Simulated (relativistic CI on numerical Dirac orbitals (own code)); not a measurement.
**Ligand-field terms of d9**

Computed with a parametric ligand-field model of a d^n configuration (Racah B and C, spin-orbit zeta, crystal field), exact diagonalisation.

Field parameters in Wybourne normalisation: Oh B⁴₀ = 21Dq, B⁴₄ = √(5/14) B⁴₀; Td as Oh with Dq negative (B⁴₀ = 21Dq, B⁴₄ = √(5/14) B⁴₀). The field is a parameter set, without covalency.

**Question.** Ground term and bands for B = 640, C = 2720, ζ = 0 cm⁻¹, Td, 10Dq = -4350 cm⁻¹?

**Answer.** Ground term 2T2 with 4.00 electrons in the two orbitals of the cubic e set. Spin-allowed: 2E 4350 cm⁻¹ (2299 nm). Lowest spin-forbidden: none.

**Question.** Ground term and bands for B = 530, C = 2320, ζ = 0 cm⁻¹, Oh, 10Dq = 24950 cm⁻¹?

**Answer.** Ground term 2E with 3.00 electrons in the two orbitals of the cubic e set. Spin-allowed: 2T2 24950 cm⁻¹ (401 nm). Lowest spin-forbidden: none.

**Question.** Ground term and bands for B = 390, C = 1630, ζ = 0 cm⁻¹, Oh, 10Dq = 5400 cm⁻¹?

**Answer.** Ground term 2E with 3.00 electrons in the two orbitals of the cubic e set. Spin-allowed: 2T2 5400 cm⁻¹ (1852 nm). Lowest spin-forbidden: none.

**Question.** Ground term and bands for B = 690, C = 3530, ζ = 0 cm⁻¹, Oh, 10Dq = 12900 cm⁻¹?

**Answer.** Ground term 2E with 3.00 electrons in the two orbitals of the cubic e set. Spin-allowed: 2T2 12900 cm⁻¹ (775 nm). Lowest spin-forbidden: none.

**Question.** Ground term and bands for B = 700, C = 2950, ζ = 0 cm⁻¹, Oh, 10Dq = 6150 cm⁻¹?

**Answer.** Ground term 2E with 3.00 electrons in the two orbitals of the cubic e set. Spin-allowed: 2T2 6150 cm⁻¹ (1626 nm). Lowest spin-forbidden: none.
